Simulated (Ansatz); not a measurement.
sulfur dioxide (O$_{2}$S), singlet, at a GFN2-xTB geometry; PBE0/pcseg-1 run with Ansatz (a quantum-chemistry and plane-wave program).

Ansatz was given this input:
Ansatz 0.2 input:
```yaml
crystal:
  periodic: [false, false, false]
  atoms:
    - {symbol: S, position_ang: [0.01393578, -0.00400644, 0.37782868]}
    - {symbol: O, position_ang: [-0.03321683, 1.22242899, -0.36419754]}
    - {symbol: O, position_ang: [0.00534526, -1.21441610, -0.39145982]}
basis:
  gaussian:
    orbitals: pcseg-1.json
hamiltonian:
  xc: pbe0
```
The basis file holds pcseg-1 in the JSON format of the Basis Set Exchange.

Write the output that Ansatz gives for this input, abridged.


```
Functional definition: PBE0
423 factors; integrals over basis functions are off by at most 7.6e-4 eV
mean field evaluation 1: about -14911.3328 eV, gradient 6.4e1 eV
mean field evaluation 2: about -14893.9887 eV, gradient 1.2e2 eV
mean field evaluation 4: about -14918.4817 eV, gradient 1.4e0 eV
mean field evaluation 8: about -14918.4976 eV, gradient 4.3e-3 eV
mean field -14918.49755119 eV, -548.2446728853 hartree, gradient 4.2e-5 eV, S^2 0.000000; 0 other end points of the search recorded, 0 dependent functions left out
reference -14918.49756631 eV, -548.2446734411 hartree; 16, 16 occupied and 30, 30 virtual orbitals, 423 factors
Total energy: -14918.49756631 eV, -548.2446734411 hartree
```
